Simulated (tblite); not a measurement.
Species: C7H4ClN.
Atom-mapped SMILES: `[N:1]#[C:2][C:3]1=[C:4]([Cl:5])[C@@H:6]2[CH:7]=[CH:8][C@H:9]12` (hydrogens: H10 on C6; H11 on C7; H12 on C8; H13 on C9)

Computed with GFN2-xTB (tblite), gas phase: Langevin dynamics at 300 K from the optimised GFN2-xTB geometry, time step 0.5 fs, friction 0.01 fs⁻¹, 2000 steps. The instantaneous temperature is 2·E(kin)/(3Nk) with all 3N coordinates.

```json
{"t (fs)": "0", "T (K)": "250", "E(pot) above start (eV)": "0.000", "N1≡C2 (Å)": "1.149", "C2–C3 (Å)": "1.392", "C3=C4 (Å)": "1.348", "C4–Cl5 (Å)": "1.692", "C4–C6 (Å)": "1.508", "C6–H10 (Å)": "1.083"}
{"t (fs)": "25", "T (K)": "107", "E(pot) above start (eV)": "0.303", "N1≡C2 (Å)": "1.153", "C2–C3 (Å)": "1.425", "C3=C4 (Å)": "1.354", "C4–Cl5 (Å)": "1.667", "C4–C6 (Å)": "1.477", "C6–H10 (Å)": "1.098"}
{"t (fs)": "50", "T (K)": "214", "E(pot) above start (eV)": "0.293", "N1≡C2 (Å)": "1.149", "C2–C3 (Å)": "1.393", "C3=C4 (Å)": "1.344", "C4–Cl5 (Å)": "1.711", "C4–C6 (Å)": "1.526", "C6–H10 (Å)": "1.079"}
{"t (fs)": "75", "T (K)": "196", "E(pot) above start (eV)": "0.316", "N1≡C2 (Å)": "1.137", "C2–C3 (Å)": "1.404", "C3=C4 (Å)": "1.361", "C4–Cl5 (Å)": "1.669", "C4–C6 (Å)": "1.503", "C6–H10 (Å)": "1.119"}
{"t (fs)": "100", "T (K)": "234", "E(pot) above start (eV)": "0.440", "N1≡C2 (Å)": "1.137", "C2–C3 (Å)": "1.424", "C3=C4 (Å)": "1.369", "C4–Cl5 (Å)": "1.665", "C4–C6 (Å)": "1.542", "C6–H10 (Å)": "1.098"}
{"t (fs)": "125", "T (K)": "318", "E(pot) above start (eV)": "0.378", "N1≡C2 (Å)": "1.149", "C2–C3 (Å)": "1.403", "C3=C4 (Å)": "1.349", "C4–Cl5 (Å)": "1.691", "C4–C6 (Å)": "1.560", "C6–H10 (Å)": "1.019"}
{"t (fs)": "150", "T (K)": "244", "E(pot) above start (eV)": "0.439", "N1≡C2 (Å)": "1.162", "C2–C3 (Å)": "1.408", "C3=C4 (Å)": "1.351", "C4–Cl5 (Å)": "1.739", "C4–C6 (Å)": "1.470", "C6–H10 (Å)": "1.073"}
{"t (fs)": "175", "T (K)": "243", "E(pot) above start (eV)": "0.455", "N1≡C2 (Å)": "1.156", "C2–C3 (Å)": "1.371", "C3=C4 (Å)": "1.323", "C4–Cl5 (Å)": "1.689", "C4–C6 (Å)": "1.464", "C6–H10 (Å)": "1.121"}
{"t (fs)": "200", "T (K)": "308", "E(pot) above start (eV)": "0.389", "N1≡C2 (Å)": "1.145", "C2–C3 (Å)": "1.365", "C3=C4 (Å)": "1.351", "C4–Cl5 (Å)": "1.758", "C4–C6 (Å)": "1.531", "C6–H10 (Å)": "1.099"}
{"t (fs)": "225", "T (K)": "260", "E(pot) above start (eV)": "0.471", "N1≡C2 (Å)": "1.138", "C2–C3 (Å)": "1.398", "C3=C4 (Å)": "1.365", "C4–Cl5 (Å)": "1.676", "C4–C6 (Å)": "1.555", "C6–H10 (Å)": "1.093"}
{"t (fs)": "250", "T (K)": "292", "E(pot) above start (eV)": "0.365", "N1≡C2 (Å)": "1.145", "C2–C3 (Å)": "1.370", "C3=C4 (Å)": "1.324", "C4–Cl5 (Å)": "1.697", "C4–C6 (Å)": "1.537", "C6–H10 (Å)": "1.074"}
{"t (fs)": "275", "T (K)": "200", "E(pot) above start (eV)": "0.560", "N1≡C2 (Å)": "1.167", "C2–C3 (Å)": "1.447", "C3=C4 (Å)": "1.334", "C4–Cl5 (Å)": "1.719", "C4–C6 (Å)": "1.495", "C6–H10 (Å)": "1.096"}
{"t (fs)": "300", "T (K)": "318", "E(pot) above start (eV)": "0.337", "N1≡C2 (Å)": "1.156", "C2–C3 (Å)": "1.402", "C3=C4 (Å)": "1.348", "C4–Cl5 (Å)": "1.713", "C4–C6 (Å)": "1.472", "C6–H10 (Å)": "1.080"}
{"t (fs)": "325", "T (K)": "233", "E(pot) above start (eV)": "0.487", "N1≡C2 (Å)": "1.135", "C2–C3 (Å)": "1.420", "C3=C4 (Å)": "1.401", "C4–Cl5 (Å)": "1.668", "C4–C6 (Å)": "1.471", "C6–H10 (Å)": "1.086"}
{"t (fs)": "350", "T (K)": "246", "E(pot) above start (eV)": "0.473", "N1≡C2 (Å)": "1.156", "C2–C3 (Å)": "1.348", "C3=C4 (Å)": "1.392", "C4–Cl5 (Å)": "1.651", "C4–C6 (Å)": "1.481", "C6–H10 (Å)": "1.106"}
{"t (fs)": "375", "T (K)": "374", "E(pot) above start (eV)": "0.341", "N1≡C2 (Å)": "1.182", "C2–C3 (Å)": "1.395", "C3=C4 (Å)": "1.355", "C4–Cl5 (Å)": "1.695", "C4–C6 (Å)": "1.515", "C6–H10 (Å)": "1.072"}
{"t (fs)": "400", "T (K)": "312", "E(pot) above start (eV)": "0.489", "N1≡C2 (Å)": "1.133", "C2–C3 (Å)": "1.390", "C3=C4 (Å)": "1.281", "C4–Cl5 (Å)": "1.743", "C4–C6 (Å)": "1.507", "C6–H10 (Å)": "1.073"}
{"t (fs)": "425", "T (K)": "449", "E(pot) above start (eV)": "0.320", "N1≡C2 (Å)": "1.115", "C2–C3 (Å)": "1.383", "C3=C4 (Å)": "1.336", "C4–Cl5 (Å)": "1.675", "C4–C6 (Å)": "1.516", "C6–H10 (Å)": "1.129"}
{"t (fs)": "450", "T (K)": "278", "E(pot) above start (eV)": "0.675", "N1≡C2 (Å)": "1.174", "C2–C3 (Å)": "1.361", "C3=C4 (Å)": "1.396", "C4–Cl5 (Å)": "1.687", "C4–C6 (Å)": "1.501", "C6–H10 (Å)": "1.096"}
{"t (fs)": "475", "T (K)": "366", "E(pot) above start (eV)": "0.480", "N1≡C2 (Å)": "1.162", "C2–C3 (Å)": "1.353", "C3=C4 (Å)": "1.380", "C4–Cl5 (Å)": "1.749", "C4–C6 (Å)": "1.487", "C6–H10 (Å)": "1.042"}
{"t (fs)": "500", "T (K)": "416", "E(pot) above start (eV)": "0.500", "N1≡C2 (Å)": "1.137", "C2–C3 (Å)": "1.432", "C3=C4 (Å)": "1.323", "C4–Cl5 (Å)": "1.669", "C4–C6 (Å)": "1.493", "C6–H10 (Å)": "1.103"}
{"t (fs)": "525", "T (K)": "353", "E(pot) above start (eV)": "0.649", "N1≡C2 (Å)": "1.135", "C2–C3 (Å)": "1.430", "C3=C4 (Å)": "1.304", "C4–Cl5 (Å)": "1.662", "C4–C6 (Å)": "1.576", "C6–H10 (Å)": "1.134"}
{"t (fs)": "550", "T (K)": "380", "E(pot) above start (eV)": "0.334", "N1≡C2 (Å)": "1.174", "C2–C3 (Å)": "1.374", "C3=C4 (Å)": "1.370", "C4–Cl5 (Å)": "1.700", "C4–C6 (Å)": "1.567", "C6–H10 (Å)": "1.079"}
{"t (fs)": "575", "T (K)": "283", "E(pot) above start (eV)": "0.468", "N1≡C2 (Å)": "1.173", "C2–C3 (Å)": "1.357", "C3=C4 (Å)": "1.382", "C4–Cl5 (Å)": "1.689", "C4–C6 (Å)": "1.505", "C6–H10 (Å)": "1.050"}
{"t (fs)": "600", "T (K)": "281", "E(pot) above start (eV)": "0.349", "N1≡C2 (Å)": "1.133", "C2–C3 (Å)": "1.380", "C3=C4 (Å)": "1.365", "C4–Cl5 (Å)": "1.678", "C4–C6 (Å)": "1.485", "C6–H10 (Å)": "1.103"}
{"t (fs)": "625", "T (K)": "324", "E(pot) above start (eV)": "0.347", "N1≡C2 (Å)": "1.130", "C2–C3 (Å)": "1.415", "C3=C4 (Å)": "1.336", "C4–Cl5 (Å)": "1.751", "C4–C6 (Å)": "1.496", "C6–H10 (Å)": "1.138"}
{"t (fs)": "650", "T (K)": "280", "E(pot) above start (eV)": "0.297", "N1≡C2 (Å)": "1.154", "C2–C3 (Å)": "1.418", "C3=C4 (Å)": "1.342", "C4–Cl5 (Å)": "1.713", "C4–C6 (Å)": "1.495", "C6–H10 (Å)": "1.063"}
{"t (fs)": "675", "T (K)": "209", "E(pot) above start (eV)": "0.318", "N1≡C2 (Å)": "1.172", "C2–C3 (Å)": "1.385", "C3=C4 (Å)": "1.370", "C4–Cl5 (Å)": "1.672", "C4–C6 (Å)": "1.512", "C6–H10 (Å)": "1.059"}
{"t (fs)": "700", "T (K)": "269", "E(pot) above start (eV)": "0.384", "N1≡C2 (Å)": "1.158", "C2–C3 (Å)": "1.384", "C3=C4 (Å)": "1.385", "C4–Cl5 (Å)": "1.671", "C4–C6 (Å)": "1.509", "C6–H10 (Å)": "1.093"}
{"t (fs)": "725", "T (K)": "272", "E(pot) above start (eV)": "0.516", "N1≡C2 (Å)": "1.135", "C2–C3 (Å)": "1.415", "C3=C4 (Å)": "1.385", "C4–Cl5 (Å)": "1.695", "C4–C6 (Å)": "1.509", "C6–H10 (Å)": "1.127"}
{"t (fs)": "750", "T (K)": "310", "E(pot) above start (eV)": "0.399", "N1≡C2 (Å)": "1.147", "C2–C3 (Å)": "1.445", "C3=C4 (Å)": "1.363", "C4–Cl5 (Å)": "1.694", "C4–C6 (Å)": "1.486", "C6–H10 (Å)": "1.098"}
{"t (fs)": "775", "T (K)": "330", "E(pot) above start (eV)": "0.442", "N1≡C2 (Å)": "1.160", "C2–C3 (Å)": "1.395", "C3=C4 (Å)": "1.320", "C4–Cl5 (Å)": "1.684", "C4–C6 (Å)": "1.506", "C6–H10 (Å)": "1.003"}
{"t (fs)": "800", "T (K)": "367", "E(pot) above start (eV)": "0.601", "N1≡C2 (Å)": "1.153", "C2–C3 (Å)": "1.371", "C3=C4 (Å)": "1.323", "C4–Cl5 (Å)": "1.786", "C4–C6 (Å)": "1.532", "C6–H10 (Å)": "1.061"}
{"t (fs)": "825", "T (K)": "380", "E(pot) above start (eV)": "0.537", "N1≡C2 (Å)": "1.143", "C2–C3 (Å)": "1.375", "C3=C4 (Å)": "1.358", "C4–Cl5 (Å)": "1.673", "C4–C6 (Å)": "1.463", "C6–H10 (Å)": "1.179"}
{"t (fs)": "850", "T (K)": "391", "E(pot) above start (eV)": "0.589", "N1≡C2 (Å)": "1.144", "C2–C3 (Å)": "1.370", "C3=C4 (Å)": "1.390", "C4–Cl5 (Å)": "1.679", "C4–C6 (Å)": "1.468", "C6–H10 (Å)": "1.161"}
{"t (fs)": "875", "T (K)": "337", "E(pot) above start (eV)": "0.561", "N1≡C2 (Å)": "1.159", "C2–C3 (Å)": "1.397", "C3=C4 (Å)": "1.390", "C4–Cl5 (Å)": "1.702", "C4–C6 (Å)": "1.508", "C6–H10 (Å)": "1.050"}
{"t (fs)": "900", "T (K)": "451", "E(pot) above start (eV)": "0.485", "N1≡C2 (Å)": "1.153", "C2–C3 (Å)": "1.407", "C3=C4 (Å)": "1.322", "C4–Cl5 (Å)": "1.668", "C4–C6 (Å)": "1.527", "C6–H10 (Å)": "1.020"}
{"t (fs)": "925", "T (K)": "486", "E(pot) above start (eV)": "0.410", "N1≡C2 (Å)": "1.146", "C2–C3 (Å)": "1.382", "C3=C4 (Å)": "1.313", "C4–Cl5 (Å)": "1.675", "C4–C6 (Å)": "1.502", "C6–H10 (Å)": "1.132"}
{"t (fs)": "950", "T (K)": "228", "E(pot) above start (eV)": "0.760", "N1≡C2 (Å)": "1.157", "C2–C3 (Å)": "1.423", "C3=C4 (Å)": "1.350", "C4–Cl5 (Å)": "1.795", "C4–C6 (Å)": "1.534", "C6–H10 (Å)": "1.150"}
{"t (fs)": "975", "T (K)": "417", "E(pot) above start (eV)": "0.414", "N1≡C2 (Å)": "1.142", "C2–C3 (Å)": "1.367", "C3=C4 (Å)": "1.343", "C4–Cl5 (Å)": "1.673", "C4–C6 (Å)": "1.479", "C6–H10 (Å)": "1.084"}
{"t (fs)": "1000", "T (K)": "316", "E(pot) above start (eV)": "0.604", "N1≡C2 (Å)": "1.140", "C2–C3 (Å)": "1.392", "C3=C4 (Å)": "1.355", "C4–Cl5 (Å)": "1.679", "C4–C6 (Å)": "1.514", "C6–H10 (Å)": "1.033"}
```

Question: From 500 fs on, how do temperature and potential energy compare with equipartition?

Answer: The mean temperature of these 21 frames is 337 K against the target 300 K, and the mean potential energy 0.47 eV against 33 × kT/2 = 0.43 eV for 33 classical harmonic modes. For 13 atoms in a canonical ensemble the temperature itself scatters by T·√(2/(3N)) = 68 K; here its standard deviation is 70 K. The whole run lasts only 10 friction times of 100 fs, so these averages carry a wide statistical error.

Question: What are the kinetic and total energies of the listed frame with the highest potential energy?

Answer: The one at 950 fs, 0.760 eV above the start. Its kinetic energy is 3NkT/2 = 0.382 eV at 228 K, so the sum is 1.14 eV; over the listed frames the sum runs from 0.42 to 1.25 eV, since the thermostat adds and removes energy.

Question: How much do the listed bonds fluctuate from 500 fs on?

Answer: 
```tsv
bond	at the start (Å)	mean (Å)	standard deviation (Å)
N1≡C2	1.149	1.150	0.013
C2–C3	1.392	1.396	0.024
C3=C4	1.348	1.352	0.027
C4–Cl5	1.692	1.696	0.036
C4–C6	1.508	1.508	0.027
C6–H10	1.083	1.091	0.047
```

The motion is classical and holds no zero-point motion.

What follows is the cost of the whole dynamics run. Hardware: an Arm Neoverse N1 with one thread, shared host with 64 logical CPUs at a one-minute load of 61. Cost: 23 s of wall time, 0.18 GiB resident at most.
